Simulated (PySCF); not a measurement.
This PySCF input asks for the NMR shieldings of `[NH3]->[Al]([F])([F])[F]`, AlF3H3N; the geometry comes from PBE0-D3(BJ)/def2-SVP.

```python
import basis_set_exchange as bse
import numpy as np
from pyscf import gto, dft
from pyscf.prop import nmr

atoms = """
Al   -0.000606    0.012508   -1.029081
N     0.002012   -0.012440    0.974215
H    -0.949079    0.032953    1.344734
H     0.518857    0.781233    1.357212
H     0.432638   -0.864789    1.337260
F     1.637049   -0.015290   -1.340430
F    -0.790976    1.454579   -1.304997
F    -0.849906   -1.388756   -1.338924
"""
names = {"Al": "pcSseg-2", "N": "pcSseg-1", "H": "pcSseg-1", "F": "pcSseg-1"}
basis = {el: gto.basis.parse(bse.get_basis(n, elements=[el], fmt="nwchem")) for el, n in names.items()}
mol = gto.M(atom=atoms, basis=basis, charge=0, verbose=0)
mf = dft.RKS(mol, xc="B3LYP")
mf.grids.level = 2
mf.grids.alignment = dft.numint.BLKSIZE   # the property module wants whole blocks of grid points
mf.conv_tol = 1e-9
mf.kernel()

calc = nmr.RKS(mf)   # GIAO
C = mf.mo_coeff
Co = C[:, mf.mo_occ > 0]
resp = mf.gen_response(singlet=True, hermi=2)
def vind(x):   # induced exchange potential for any number of trial vectors
    d = np.einsum("pi,xij,qj->xpq", C, 2 * x.reshape(-1, C.shape[1], Co.shape[1]), Co, optimize=True)
    return np.einsum("xpq,pi,qj->xij", resp(d - d.transpose(0, 2, 1)), C, Co, optimize=True).ravel()
mo1, _ = nmr.rhf.solve_mo1(calc, with_cphf=vind)
sigma = calc.kernel(mo1)
for i, s in enumerate(sigma):   # ppm
    print("%2d %-2s %9.2f" % (i, mol.atom_pure_symbol(i), np.trace(s) / 3))
```

Question: What are the results?

Answer: 
```
 0 Al    503.57
 1 N     233.86
 2 H      29.44
 3 H      29.45
 4 H      29.45
 5 F     366.56
 6 F     366.40
 7 F     366.39
```

These numbers come from an equivalent density-fitted implementation of the same equations, which agrees with the script to about 0.01 ppm for H and up to a few tenths of a ppm for heavy atoms, so last digits may differ.

Question: Turn these shieldings into chemical shifts. References, each an isolated molecule treated in the same way: 27Al (571.15 ppm) vs [Al(H2O)6]3+; 15N (263.54 ppm) against NH3; 1H (31.38 ppm) against TMS; CFCl3 for 19F (171.94 ppm).

Answer: Averaging equivalent atoms: Al 0: 67.6; N 1: 29.7; H 2/3/4: 1.94; F 5/6/7: -194.5 ppm. Unscaled 19F shifts against computed CFCl3 carry errors that often reach 10 to 50 ppm. Experimental scales use liquid or dissolved standards, which lie at an offset from isolated NH3 (liquid NH3: subtract about 20 ppm).

Size and cost of the density-fitted run: 126 basis functions, 4.8 s wall time on 1 thread of an Arm Neoverse V2, shared host.
